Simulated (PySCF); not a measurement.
PySCF input file for C5H7F, SMILES C#C[C@H](F)CC, PBE-D3(BJ)/def2-SVP. The structure is a stationary point at PBE-D3(BJ)/def2-SVP. The structure was generated by enumeration; whether it is a known compound was not checked. One conformer was computed; it need not be the lowest.

```python
import numpy as np
from pyscf import gto, scf, dft, df
from pyscf.hessian import thermo

mol = gto.M(
    atom='''
    C     2.10012926    1.06130165    0.62283388
    C     1.27045765    0.30043797    0.14733782
    C     0.27554353   -0.63016573   -0.39716724
    F    -0.18356845   -0.15998529   -1.63544325
    C    -0.92729938   -0.84332682    0.53059262
    C    -1.72597812    0.43168056    0.79145114
    H     2.83613926    1.73777423    1.03481619
    H     0.77453897   -1.60903914   -0.58709807
    H    -0.55080907   -1.28132714    1.47949749
    H    -1.56835579   -1.61542765    0.05497739
    H    -2.60883396    0.22536290    1.42765936
    H    -1.10572820    1.19620114    1.30164876
    H    -2.08195268    0.86675741   -0.16280112
    ''',
    basis='def2-SVP',
    charge=0,
    spin=0,
    max_memory=1600,
    verbose=3,
)
mf = dft.RKS(mol, xc='pbe').density_fit(auxbasis='def2-universal-jkfit')
mf.disp = 'd3bj'
mf.grids.level = 3
mf.conv_tol = 1e-11
mf.max_cycle = 100
mf.kernel()

# [left out here: the lines that compute and print the analytic Hessian (its translational invariance restored by hand, since the grid's response is missing), thermochemistry and intensities]
```

Program output:

```
converged SCF energy = -293.939101660444

WARN: DFTD3 does not support analytical Hessian, using finite difference


WARN: Mole.unit (angstrom) is changed to Bohr

Mode                                 0                   1                   2
Irrep
Freq [cm^-1]                      102.6543            156.7079            208.2691
Reduced mass [au]                   2.5471              2.4487              4.2277
Force const [Dyne/A]                0.0158              0.0354              0.1080
Char temp [K]                     147.6967            225.4678            299.6529
Normal mode                   x     y     z       x     y     z       x     y     z
       0   C                 0.10 -0.05 -0.03    0.08  0.03 -0.13   -0.08  0.06 -0.06
       1   C                 0.03  0.01  0.01   -0.01  0.00  0.05    0.02 -0.11  0.04
       2   C                 0.00  0.03  0.02   -0.01  0.01  0.05    0.00 -0.07  0.01
       3   F                -0.04  0.06  0.05    0.07  0.02  0.03   -0.01  0.09  0.07
       4   C                 0.03  0.00  0.05   -0.08 -0.02 -0.04   -0.00 -0.05  0.01
       5   C                -0.11 -0.05 -0.10   -0.07 -0.03  0.04    0.07  0.02 -0.08
       6   H                 0.15 -0.09 -0.05    0.13  0.05 -0.26   -0.15  0.18 -0.14
       7   H                 0.00  0.03 -0.01   -0.01  0.00  0.08   -0.05 -0.08 -0.09
       8   H                 0.08  0.15  0.10   -0.16 -0.13 -0.06   -0.03 -0.02  0.03
       9   H                 0.10 -0.12  0.14   -0.06  0.05 -0.16   -0.03 -0.03  0.03
      10   H                -0.05 -0.06 -0.03   -0.17 -0.10 -0.13    0.04  0.12 -0.09
      11   H                -0.17  0.09 -0.24   -0.12 -0.13  0.26    0.11  0.01 -0.11
      12   H                -0.20 -0.24 -0.15    0.10  0.13  0.05    0.13 -0.02 -0.12
Mode                                 3                   4                   5
Irrep
Freq [cm^-1]                      223.5068            305.8349            400.4265
[...]
       4   C                 0.05 -0.11 -0.07    0.09 -0.03  0.08   -0.02 -0.03 -0.03
       5   C                -0.00  0.11  0.01   -0.04  0.03 -0.07    0.05  0.02  0.06
       6   H                -0.00  0.00  0.03    0.03  0.03  0.01    0.01 -0.00 -0.00
       7   H                -0.01 -0.01  0.14   -0.32 -0.11 -0.15   -0.37 -0.13 -0.20
       8   H                 0.28 -0.10 -0.15   -0.07 -0.25  0.04   -0.36  0.28  0.24
       9   H                 0.12 -0.20  0.00    0.19  0.06 -0.23    0.39 -0.28 -0.19
      10   H                -0.00 -0.08 -0.05    0.11 -0.01  0.12   -0.08 -0.03 -0.13
      11   H                -0.19  0.23  0.06    0.05 -0.14  0.09   -0.12  0.22 -0.03
      12   H                -0.13  0.05  0.02   -0.15  0.31  0.10    0.00 -0.20 -0.02
Mode                                18                  19                  20
Irrep
Freq [cm^-1]                     1269.7389           1308.3159           1317.1686
Reduced mass [au]                   1.4852              1.4078              1.3540
Force const [Dyne/A]                1.4108              1.4197              1.3841
Char temp [K]                    1826.8716           1882.3754           1895.1124
Normal mode                   x     y     z       x     y     z       x     y     z
       0   C                -0.01 -0.01 -0.01    0.01  0.01  0.01   -0.01 -0.01 -0.01
       1   C                -0.01  0.00  0.01    0.01 -0.01  0.00   -0.01  0.01 -0.00
       2   C                 0.10  0.04 -0.08   -0.08 -0.02 -0.06    0.07  0.06  0.06
       3   F                -0.02  0.01  0.00   -0.00  0.02 -0.00   -0.00 -0.01 -0.00
       4   C                -0.06 -0.03  0.05    0.10 -0.03 -0.04    0.06 -0.05 -0.05
       5   C                 0.03  0.01 -0.03    0.00 -0.03  0.03    0.00 -0.05 -0.01
       6   H                -0.00 -0.01 -0.02    0.01  0.02  0.01   -0.01 -0.02 -0.01
       7   H                -0.27 -0.29  0.63    0.24  0.02  0.52   -0.43 -0.13 -0.22
       8   H                 0.14 -0.12 -0.07   -0.40  0.12  0.22   -0.05  0.04  0.04
       9   H                 0.03 -0.09  0.00   -0.09  0.06  0.07   -0.42  0.18  0.24
      10   H                 0.04 -0.03 -0.02   -0.11  0.21 -0.04   -0.05  0.28  0.03
      11   H                -0.09  0.02  0.11   -0.09  0.14 -0.11   -0.17  0.11 -0.03
      12   H                -0.15  0.03  0.04   -0.00  0.12  0.09   -0.05  0.23  0.13
Mode                                21                  22                  23
Irrep
Freq [cm^-1]                     1351.6761           1395.8831           1415.7964
Reduced mass [au]                   1.3655              1.0979              1.0347
Force const [Dyne/A]                1.4699              1.2604              1.2220
Char temp [K]                    1944.7610           2008.3651           2037.0158
Normal mode                   x     y     z       x     y     z       x     y     z
       0   C                -0.00 -0.00 -0.00    0.00  0.00  0.00   -0.00 -0.00 -0.00
       1   C                -0.00  0.00  0.00   -0.00  0.00 -0.00   -0.00  0.00  0.00
       2   C                 0.02  0.04 -0.01   -0.00 -0.01 -0.00    0.01  0.00  0.01
       3   F                -0.00 -0.00  0.00   -0.00  0.00 -0.00   -0.00  0.00 -0.00
       4   C                 0.06 -0.04 -0.04    0.00 -0.08  0.02    0.01 -0.00  0.02
       5   C                -0.08  0.09  0.03   -0.01  0.02  0.00    0.02  0.01  0.04
       6   H                -0.00 -0.00 -0.00    0.00  0.00  0.00   -0.00 -0.00 -0.00
       7   H                -0.19 -0.09  0.12   -0.01 -0.03  0.07   -0.02 -0.01 -0.03
       8   H                -0.21 -0.03  0.08    0.31  0.56  0.17    0.07 -0.03 -0.01
       9   H                -0.21  0.02  0.22   -0.17  0.40 -0.50   -0.05  0.07 -0.02
      10   H                 0.08 -0.40  0.07    0.01  0.00  0.04   -0.36 -0.18 -0.54
      11   H                 0.34 -0.20 -0.06    0.04 -0.07  0.07    0.40 -0.06 -0.35
      12   H                 0.25 -0.22 -0.23    0.01 -0.10 -0.06   -0.38  0.13  0.22
Mode                                24                  25                  26
Irrep
Freq [cm^-1]                     1433.2786           2164.6004           2950.3645
Reduced mass [au]                   1.0562              6.0134              1.0836
Force const [Dyne/A]                1.2784             16.6007              5.5574
Char temp [K]                    2062.1688           3114.3781           4244.9176
Normal mode                   x     y     z       x     y     z       x     y     z
       0   C                -0.00 -0.00  0.00   -0.11 -0.10 -0.06    0.00  0.00  0.00
       1   C                -0.00 -0.00  0.00    0.15  0.14  0.09   -0.00 -0.00 -0.00
       2   C                 0.01  0.00 -0.01   -0.02 -0.02 -0.01    0.03 -0.07 -0.02
       3   F                -0.00 -0.00  0.00   -0.00  0.00 -0.00    0.00 -0.00  0.00
       4   C                -0.04 -0.01  0.02   -0.00 -0.00  0.00    0.00  0.01 -0.00
       5   C                -0.03 -0.03  0.02    0.00  0.00 -0.00   -0.00 -0.00  0.00
       6   H                 0.00  0.00 -0.00   -0.20 -0.19 -0.12    0.00  0.00  0.00
       7   H                -0.01 -0.01  0.02   -0.01 -0.01 -0.00   -0.41  0.83  0.17
       8   H                 0.10  0.03 -0.01   -0.00  0.00  0.00    0.04 -0.04  0.10
       9   H                 0.04 -0.00 -0.10    0.00 -0.00 -0.01   -0.07 -0.08 -0.06
      10   H                 0.12 -0.34  0.10    0.00 -0.00 -0.00   -0.00 -0.00  0.00
      11   H                -0.07  0.35 -0.48   -0.00  0.00  0.00    0.01  0.01  0.01
      12   H                 0.44  0.47  0.06    0.00 -0.00 -0.00   -0.00  0.00 -0.01
Mode                                27                  28                  29
Irrep
Freq [cm^-1]                     2981.7402           2982.7262           3031.4867
Reduced mass [au]                   1.0377              1.0619              1.1041
Force const [Dyne/A]                5.4355              5.5663              5.9784
Char temp [K]                    4290.0603           4291.4789           4361.6345
Normal mode                   x     y     z       x     y     z       x     y     z
       0   C                -0.00  0.00  0.00   -0.00 -0.00 -0.00    0.00  0.00  0.00
       1   C                -0.00 -0.00 -0.00    0.00  0.00  0.00    0.00  0.00 -0.00
       2   C                -0.00  0.00  0.00    0.01 -0.01 -0.00   -0.00 -0.00 -0.00
       3   F                -0.00  0.00 -0.00    0.00  0.00  0.00    0.00 -0.00  0.00
       4   C                 0.00  0.01 -0.00   -0.01 -0.06  0.02   -0.05 -0.02 -0.07
       5   C                 0.02 -0.04 -0.01    0.01 -0.00 -0.00    0.01  0.00  0.01
       6   H                 0.00  0.00  0.00   -0.00 -0.00 -0.00    0.00  0.00  0.00
       7   H                 0.02 -0.03 -0.01   -0.07  0.14  0.03   -0.00  0.01  0.00
       8   H                 0.03 -0.03  0.07   -0.23  0.25 -0.57    0.22 -0.26  0.57
       9   H                -0.06 -0.07 -0.04    0.39  0.45  0.29    0.38  0.45  0.27
      10   H                -0.42 -0.11  0.31   -0.10 -0.03  0.07   -0.02 -0.01  0.02
      11   H                 0.35  0.42  0.28    0.04  0.04  0.03   -0.08 -0.09 -0.06
      12   H                -0.17  0.20 -0.46   -0.02  0.02 -0.05   -0.04  0.06 -0.13
Mode                                30                  31                  32
Irrep
Freq [cm^-1]                     3071.4356           3079.7619           3405.8850
Reduced mass [au]                   1.1035              1.1038              1.1599
Force const [Dyne/A]                6.1336              6.1686              7.9272
Char temp [K]                    4419.1120           4431.0917           4900.3102
Normal mode                   x     y     z       x     y     z       x     y     z
       0   C                 0.00 -0.00 -0.00    0.00 -0.00 -0.00    0.07  0.07  0.04
       1   C                -0.00 -0.00  0.00    0.00 -0.00  0.00   -0.02 -0.02 -0.01
       2   C                -0.00  0.00  0.00    0.00 -0.00  0.00    0.00  0.00  0.00
       3   F                -0.00  0.00 -0.00   -0.00  0.00 -0.00    0.00 -0.00  0.00
       4   C                 0.01  0.01  0.01    0.01 -0.00  0.01    0.00  0.00 -0.00
       5   C                 0.08  0.04  0.01   -0.00 -0.02  0.09    0.00 -0.00  0.00
       6   H                 0.00  0.00  0.00   -0.00 -0.00 -0.00   -0.63 -0.58 -0.35
       7   H                 0.00 -0.00 -0.00   -0.00  0.00  0.00   -0.00  0.00  0.00
       8   H                -0.03  0.03 -0.06   -0.04  0.05 -0.10    0.00 -0.00  0.00
       9   H                -0.08 -0.10 -0.06   -0.04 -0.04 -0.03   -0.00 -0.00  0.00
      10   H                -0.46 -0.11  0.35    0.42  0.10 -0.29   -0.00  0.00  0.00
      11   H                -0.39 -0.48 -0.33   -0.11 -0.14 -0.08   -0.00 -0.00 -0.00
      12   H                -0.05  0.09 -0.17   -0.25  0.29 -0.65   -0.00  0.00 -0.00
temperature 298.1500 [K]
pressure 101325.00 [Pa]
Rotational constants [GHz] 4.67106 2.80385 2.14270
Symmetry number 1
Zero-point energy (ZPE) 0.10250 [Eh]   269123.159 [J/mol]
                           tot       elec      trans        rot        vib
Entropy [J/mol/K]       339.663      0.000    164.315    112.300     63.048
Cv [J/mol/K]            103.280      0.000     12.472     12.472     78.337
Cp [J/mol/K]            111.595      0.000     20.786     12.472     78.337
Internal energy [J/mol]                      3718.434   3718.434 280069.624
Internal energy [Eh]   -293.82960  -293.93910
Enthalpy [J/mol]                             6197.391   3718.434 280069.624
Enthalpy [Eh]          -293.82865
Gibbs free energy [J/mol]                  -42793.101 -29763.845 261271.823
Gibbs free energy [Eh] -293.86722
mode   freq/cm-1   IR/(km/mol)
   1      102.65         0.526
   2      156.71         0.748
   3      208.27         1.879
   4      223.51         0.800
   5      305.83         4.403
   6      400.43         1.327
   7      534.08         7.987
   8      630.54         1.302
   9      642.66        40.065
  10      688.86        28.122
  11      761.02         0.375
  12      825.24         5.287
  13      933.57        17.739
  14      957.59        64.248
  15     1043.24        15.318
  16     1077.38        30.593
  17     1106.32        18.888
  18     1236.11         0.928
  19     1269.74         4.244
  20     1308.32        12.359
  21     1317.17        24.494
  22     1351.68         7.789
  23     1395.88         3.590
  24     1415.80         5.039
  25     1433.28         6.933
  26     2164.60         2.835
  27     2950.36        18.017
  28     2981.74        11.579
  29     2982.73        27.856
  30     3031.49         9.762
  31     3071.44        17.120
  32     3079.76        11.445
  33     3405.88        63.383
max |gradient| / (hartree/bohr): 0.0002292280725263579
APT charges: [-0.2565 -0.1313  0.7028 -0.4923  0.0551  0.003   0.2081 -0.0544 -0.0148
 -0.0345 -0.0074  0.0094  0.0127]
```

The run converged.

Cost: about 2.6 core-minutes (a rough figure).
